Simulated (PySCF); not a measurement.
PySCF 2.14 output of an unrestricted r2SCAN calculation on a single atom or ion in dyall-av3z (19s12p3d2f, 84 functions), with the spin-free X2C one-electron Hamiltonian (Gaussian nucleus):

```
SCF conv_tol = 1e-09
number electrons alpha = 9  beta = 5
    J. W. Furness, A. D. Kaplan, J. Ning, J. P. Perdew, and J. Sun.,  J. Phys. Chem. Lett. 11, 8208-8215 (2020)
    J. W. Furness, A. D. Kaplan, J. Ning, J. P. Perdew, and J. Sun.,  J. Phys. Chem. Lett. 11, 9248-9248 (2020)
    J. W. Furness, A. D. Kaplan, J. Ning, J. P. Perdew, and J. Sun.,  J. Phys. Chem. Lett. 11, 8208-8215 (2020)
    J. W. Furness, A. D. Kaplan, J. Ning, J. P. Perdew, and J. Sun.,  J. Phys. Chem. Lett. 11, 9248-9248 (2020)
cycle= 1 E= -341.059374132081  delta_E= -0.0128  |g|= 0.0201  |ddm|= 0.522
cycle= 2 E= -341.063272456305  delta_E= -0.0039  |g|= 0.015  |ddm|= 0.407
cycle= 3 E= -341.064046898243  delta_E= -0.000774  |g|= 0.00725  |ddm|= 0.147
cycle= 4 E= -341.064297023284  delta_E= -0.00025  |g|= 0.00221  |ddm|= 0.13
cycle= 5 E= -341.064303575791  delta_E= -6.55e-06  |g|= 0.000726  |ddm|= 0.015
cycle= 6 E= -341.064305335841  delta_E= -1.76e-06  |g|= 0.000138  |ddm|= 0.0115
cycle= 7 E= -341.064305401554  delta_E= -6.57e-08  |g|= 8.81e-06  |ddm|= 0.00246
cycle= 8 E= -341.064305401653  delta_E= -9.9e-11  |g|= 1.51e-06  |ddm|= 9.16e-05
converged SCF energy = -341.064305401653  <S^2> = 6.000081  2S+1 = 5.0000324
```

The run itself started from symmetry-adapted Hartree-Fock orbitals and held the occupation by maximum overlap, on a logarithmic radial grid, so the iterations belong to that start.

Task: Which element, charge and spin multiplicity is this?

Result: P⁺ (phosphorus, charge +1), multiplicity 5; the state was [Ne] 3s1 3p2 3d1, one real determinant (an excited configuration).

⟨L²⟩ = 5.32 against 12 for a pure F term, so this real determinant mixes terms. The outer electron is Rydberg-like, and this basis confines it to a smaller radius and binds it less than a complete one would. The s, p, d and f populations moved away from the nominal configuration during the SCF.
